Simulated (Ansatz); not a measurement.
The same redistribution along the group B, Al, In.

Isolated molecules relaxed with PBE0-D4/def2-TZVP in Ansatz; ΔE leaves out vibrations. CCSD(T)/CBS adds triple-zeta CCSD(T) − MP2 to the extrapolated MP2 energy (def2 sets, frozen cores). This one scheme is used for every species. Elements past krypton have def2 core potentials. For In, Se outer-core shells are correlated without core-valence functions, which leaves a few kJ/mol of doubt a bond. Scalar relativity is left out up to krypton. One conformer a species, not always the lowest.

Question: Order these by ΔE at CCSD(T)/CBS, lowest first. (Estimate.)
A. `[Cl][AlH][Cl]` + `CO[Si](Cl)(Cl)[SeH]` → `C[O][AlH][Cl]` + `Cl[Si](Cl)(Cl)[SeH]`
B. `ClBCl` + `CO[Si](Cl)(Cl)[SeH]` → `COBCl` + `Cl[Si](Cl)(Cl)[SeH]`
C. `[Cl][InH][Cl]` + `CO[Si](Cl)(Cl)[SeH]` → `C[O][InH][Cl]` + `Cl[Si](Cl)(Cl)[SeH]`

Answer: B (-38.9 kJ/mol), A (+42.6 kJ/mol), C (+102.3 kJ/mol).

Largest T1 diagnostic: 0.016, for `C[O][InH][Cl]`.
